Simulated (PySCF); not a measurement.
A calculated (LC-wPBE, PySCF 2.14, aug-cc-pVTZ, the non-relativistic Hamiltonian (point nucleus)) atom or ion has these occupied shells.

```json
{"shell": "1s β", "electrons": "1", "orbital energy (eV)": "-5861.8", "rms radius, mean of both spins (bohr)": "0.0743"}
{"shell": "1s α", "electrons": "1", "orbital energy (eV)": "-5861.8", "rms radius, mean of both spins (bohr)": "0.0743"}
{"shell": "2s α", "electrons": "1", "orbital energy (eV)": "-685.62", "rms radius, mean of both spins (bohr)": "0.321"}
{"shell": "2s β", "electrons": "1", "orbital energy (eV)": "-684.13", "rms radius, mean of both spins (bohr)": "0.321"}
{"shell": "2p α", "electrons": "3", "orbital energy (eV)": "-586.42", "rms radius, mean of both spins (bohr)": "0.289"}
{"shell": "2p β", "electrons": "3", "orbital energy (eV)": "-585.27", "rms radius, mean of both spins (bohr)": "0.289"}
{"shell": "3s α", "electrons": "1", "orbital energy (eV)": "-101.19", "rms radius, mean of both spins (bohr)": "0.975"}
{"shell": "3s β", "electrons": "1", "orbital energy (eV)": "-97.123", "rms radius, mean of both spins (bohr)": "0.975"}
{"shell": "3p α", "electrons": "3", "orbital energy (eV)": "-73.369", "rms radius, mean of both spins (bohr)": "1.04"}
{"shell": "3p β", "electrons": "3", "orbital energy (eV)": "-68.930", "rms radius, mean of both spins (bohr)": "1.04"}
{"shell": "3d α", "electrons": "4", "orbital energy (eV)": "-29.320", "rms radius, mean of both spins (bohr)": "1.35"}
```

Task: Name the element and its charge.

Result: Cr(2+) (chromium, charge +2), in [Ar] 3d4, high-spin 5D determinant.
